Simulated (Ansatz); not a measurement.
## Energy profile

The step: MgHClO ([OH][Mg][Cl]) + H₂ → MgHCl ([MgH][Cl]) + H₂O (still joined by a long Mg–O bond); bonds formed: Mg1–H5, O2–H4; bonds broken: H4–H5; bonds weakened to dative contacts: Mg1–O2 (atoms numbered as in the saddle structure below).

```json
{"atom": "Mg1", "x (Å)": "-0.3698", "y (Å)": "0.1413", "z (Å)": "-0.7756"}
{"atom": "O2", "x (Å)": "0.1087", "y (Å)": "-0.5948", "z (Å)": "0.9094"}
{"atom": "Cl3", "x (Å)": "-1.6879", "y (Å)": "0.0359", "z (Å)": "-2.5168"}
{"atom": "H4", "x (Å)": "0.8185", "y (Å)": "0.3489", "z (Å)": "0.6718"}
{"atom": "H5", "x (Å)": "1.0666", "y (Å)": "1.1038", "z (Å)": "-0.0462"}
{"atom": "H6", "x (Å)": "0.0638", "y (Å)": "-1.0352", "z (Å)": "1.7574"}
```

Electronic energies by CCSD(T) at an estimated basis limit (MP2 extrapolated from triple and quadruple zeta, plus CCSD(T) − MP2 in triple zeta), on PBE0-D4/def2-TZVP structures; MgH$_{3}$ClO, closed shell; no counterpoise correction. Computed with Ansatz 0.2.0 (basis: def2-TZVPP and def2-QZVPP); correlated methods freeze the cores. The outer core shell of Li, Na, Mg and K is correlated. The def2 sets are not built for correlating such inner shells, so the correlated values are less sure here. Extrapolation: Hartree–Fock as exp(−7.88 √X), correlation as X^−2.97.

Q: Give the profile in kcal/mol, counted from the separated reactants. (An estimate is asked for; the value comes from the calculation.)

A: Computed:
| point | kcal/mol |
| --- | --- |
| separated: MgHClO (linked as [OH][Mg][Cl]; Mg1, O2, Cl3, H6; singlet) + H$_{2}$ (H4, H5; singlet) | 0.00 |
| start structure | -3.93 |
| saddle | 14.98 |
| end structure | 2.06 |
| separated: MgHCl (linked as [MgH][Cl]; Mg1, Cl3, H5; singlet) + H$_{2}$O (O2, H4, H6; singlet) | 23.55 |

The T1 diagnostic stays at or below 0.011.

For scale, one of the runs: CCSD(T)/def2-TZVPP, 147 basis functions, launched by `ansatz run in.yaml --threads 2 --pin off --events-out ev --progress --plain --max-ram 4352MiB`. Hardware: 2 CPU threads of an Arm Neoverse V1, shared host. Wall time 25 s; peak host memory 1 GiB.
